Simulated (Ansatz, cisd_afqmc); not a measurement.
Species: Au, charge 0, doublet.

Total energies in def2-SVP, 11 correlated electrons, 4 frozen orbitals. UHF or UKS for unpaired electrons; spin-orbit terms are left out. Cores are frozen in correlated methods (noble-gas shells, and filled d and f shells in the p block). Past Kr the def2 sets carry scalar-relativistic core potentials. AFQMC is phaseless with a CISD trial state; ± is one standard error, without the phaseless bias. Outlying blocks are dropped, and bars are widened where a walk drifts. Over all cases where full CI ran beside it in this data, AFQMC minus full CI had a median of +0.1 mEh and passed +0.4 mEh in a tenth of the cases.

| method | program | energy (Eh) | minus CCSDTQ (mEh) |
|---|---|---|---|
| HF | Ansatz | -134.78516 | 243.90 |
| MP2 | Ansatz | -135.03691 | -7.84 |
| CCSD | Ansatz | -135.02502 | 4.04 |
| CCSD(T) | Ansatz | -135.02886 | 0.20 |
| CCSDT(Q) | Ansatz | -135.02903 | 0.03 |
| CCSDTQ | Ansatz | -135.02906 | 0.00 |
| AFQMC/CISD | cisd_afqmc | -135.0285 ± 0.0002 | 0.5 ± 0.2 |

Ansatz is a quantum-chemistry and plane-wave program.
